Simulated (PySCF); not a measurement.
## Diatomics of Te with the chalcogens

PBE0 with triple-zeta basis sets in PySCF, for the lowest determinant that a PBE0 search found; no spin–orbit coupling. De refers to high-spin ground-configuration atoms. A positive dipole means M(−)Te(+).

| M | basis | state (unpaired electrons) | Re (Å) | ωe (cm⁻¹) | De (eV) | μ (D) |
| --- | --- | --- | --- | --- | --- | --- |
| O | def2-TZVPP | triplet (π ↑↑) | 1.811 | 852 | 4.02 | 2.96 |
| S | def2-TZVPP | triplet (π ↑↑) | 2.219 | 497 | 3.69 | 1.63 |
| Se | x2c-TZVPPall | triplet (π ↑↑) | 2.351 | 331 | 3.37 | 0.95 |
| Te | x2c-TZVPPall | triplet (π ↑↑) | 2.547 | 264 | 3.06 | n/a |

The shortest bond is that of TeO (1.811 Å), the longest that of Te2 (2.547 Å).

The rows differ in basis set, which adds steps of its own.

Down a group the atoms grow and get heavier, so bonds lengthen and wavenumbers fall; this series shows no clear exception.

These are scalar-relativistic numbers at best; spin–orbit coupling would shift them, the dissociation energy most. States were picked by a PBE0 search and need not be the measured ground states.
